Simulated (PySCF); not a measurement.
# Reading the logs of faulty runs: CH4OSi

Calculated results; nothing here was measured. The program is PySCF 2.14.0, an open-source quantum chemistry code, run on an isolated molecule that a program drew, which may never have been made. The molecule is CH4OSi (charge 0, singlet), drawn as the SMILES string `OC[SiH]`.

Each row is a Hartree-Fock (HF) and frozen-core CCSD(T) single point in the cc-pV(D+d)Z basis, meant for a local HF minimum. Run 1 is clean. Each other run has one planted mistake out of seven kinds, and not every kind appears here: one electron removed, one electron added, multiplicity raised by two, geometry at a saddle point, minimal basis STO-3G, one bond length entered in bohr, all coordinates scaled. The reference is restricted for singlets and unrestricted otherwise, and also for a bond in bohr. Adding or removing an electron swaps singlet and doublet. Electrons count all cores. HOMO and LUMO are orbital energies over both spins, the gradient is its largest component, and the lowest frequency (negative if imaginary) is given only where the gradient is small. Bond lengths are over the 6 bonds as drawn. T1 is the CCSD diagnostic: over 0.02 (restricted) or 0.045 (unrestricted) a single reference is doubtful.

Geometry of the clean run:
```xyz
7
CH4OSi, angstrom
O    -0.9638    1.3660   -0.0781
C     0.1701    0.9035    0.6118
Si    1.2064   -0.5368   -0.1050
H    -0.7881    1.3495   -1.0066
H     0.9194    1.7117    0.7433
H    -0.1500    0.6634    1.6295
H     0.7732   -0.3218   -1.5490
```

```
run,electrons,basis functions,<S^2>,HOMO (eV),LUMO (eV),gradient (hartree/bohr),lowest frequency (cm^-1),mean bond (Å),longest bond (Å),T1,HF (hartree),CCSD(T) (hartree),mistake
1,32,71,0.000,-8.89,0.56,2.0e-05,195,1.3318,1.914,0.0120,-403.91596,-404.37974,no fault
2,32,71,1.060,-9.56,0.64,3.2e-02,-,1.4964,2.098,0.0655,-403.81798,-404.27606,one bond length entered in bohr
3,32,71,2.006,-8.07,0.14,3.6e-02,-,1.3318,1.914,0.0197,-403.88881,-404.33349,?
4,32,71,0.000,-8.77,0.68,4.3e-02,-,1.2852,1.847,0.0116,-403.90785,-404.36656,?
```

**Which mistake was planted in run 3, and what did it cost?**

Electrons, basis and geometry are unchanged, and <S^2> is 2.006, beside S(S+1) = 2.00 for a multiplicity of 3. So the mistake is: multiplicity raised by two. Subtracting run 1 and multiplying by 627.51 kcal/mol a hartree, the energy moved by 17.0 kcal/mol in HF and 29.0 kcal/mol in CCSD(T).

**Which mistake was planted in run 4, and what did it cost?**

The mean and the longest bond both change by the same factor, 0.965, and the gradient is no longer small. So the mistake is: all coordinates scaled. Subtracting run 1 and multiplying by 627.51 kcal/mol a hartree, the energy moved by 5.1 kcal/mol in HF and 8.3 kcal/mol in CCSD(T).

Cautions from the logs. Run 2: T1 is over the limit, so its CCSD(T) energy is less reliable.
